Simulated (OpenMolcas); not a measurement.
A calculation on F3+.

```
Program             : OpenMolcas 26.06
Method              : XMS-CASPT2, IPEA 0.25 Eh, imaginary shift 0.1 Eh (closed shells correlated: 1s 2s)
Basis               : ANO-RCC-VTZP [4s3p2d1f]
Scalar Hamiltonian  : DKH2, point nucleus
Active space        : 2 electrons in 3 orbitals (2p)
State averaging     : 2S+1 = 3 even, 3 roots; 2S+1 = 1 even, 6 roots
Spin-orbit coupling : RASSI with atomic mean-field integrals over the reference wave functions, term energies averaged over their components
```

Task: Which level of the active space comes out lowest?

Result: 2s² 2p² ³P₀, with 100 % of that term; it is also the measured ground level.

Task: How high does 2s² 2p² ¹D₂ lie?

Result: 25890 cm⁻¹ above the lowest level; measured 25241 cm⁻¹ above the ground level, so the calculation is off by +3 %.

Task: How high does 2s² 2p² ³P₁ lie?

Result: 231 cm⁻¹ above the lowest level; measured 225 cm⁻¹ above the ground level, so the calculation is off by +2 %.

Task: How high does 2s² 2p² ¹S₀ lie?

Result: 59450 cm⁻¹ above the lowest level; measured 53544 cm⁻¹ above the ground level, so the calculation is off by +11 %.

Measured values: Moore, Atomic Energy Levels, vol. I, NSRDS-NBS 35 (1971 reprint of NBS Circular 467, 1949).

CASPT2 does not keep the components of a term degenerate, so their means are used; among the terms shown or strongly mixed into the levels shown the widest spread is 520 cm-1 (2s² 2p² ¹D). With the s shell closed, the reference lacks s² → p² mixing. Computed and measured levels are paired by configuration, term and J; levels that our copy of the source lacks, or whose pairing is in doubt (as where it misses far off the trend of its configuration), stay unpaired and out of the deviations. Levels of configurations outside the active space are missing.
